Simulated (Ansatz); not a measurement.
System: CBr, net charge 0, doublet state. 
Structure (B3LYP-D3(BJ)/def2-TZVP (Ansatz, a first-principles code) minimum search):
```xyz
2

C      0.0000     0.0000    -1.5630
Br     0.0000     0.0000     0.2679
```
Charge 0, spin multiplicity 2.

Computed values are from Ansatz. Valence correlation only, unless marked. UHF or UKS for open shells. Spin-orbit coupling is left out. The frozen core is the preceding noble-gas configuration, with the filled d and f shells of earlier blocks. Non-relativistic. Basis-set limits of correlation are two-point, X^-3; Hartree-Fock from the larger set. [CCSD(T)-MP2]/basis is that difference in the basis named.

```
Quantity                                                                                                                                     Result
-------------------------------------------------------------------  ------------------------------------------------------------------------------
atomisation energy De                                                81.9 kcal/mol at RI-MP2/CBS(aug-cc-pVTZ,aug-cc-pVQZ)+[CCSD(T)-MP2]/aug-cc-pVDZ
vertical electron affinity (to the triplet; negative means unbound)        1.25 eV at RI-MP2/CBS(aug-cc-pVTZ,aug-cc-pVQZ)+[CCSD(T)-MP2]/aug-cc-pVDZ
total energy                                                         -2610.5492 Eh at RI-MP2/CBS(aug-cc-pVTZ,aug-cc-pVQZ)+[CCSD(T)-MP2]/aug-cc-pVDZ
dipole moment                                                                                                         1.45 D at CCSD(T)/aug-cc-pVDZ
T1 diagnostic                                                                                                                 0.028 at CCSD/cc-pV5Z
```

The Hartree-Fock reference is unstable (checked in the largest basis), which strains HF and MP2.
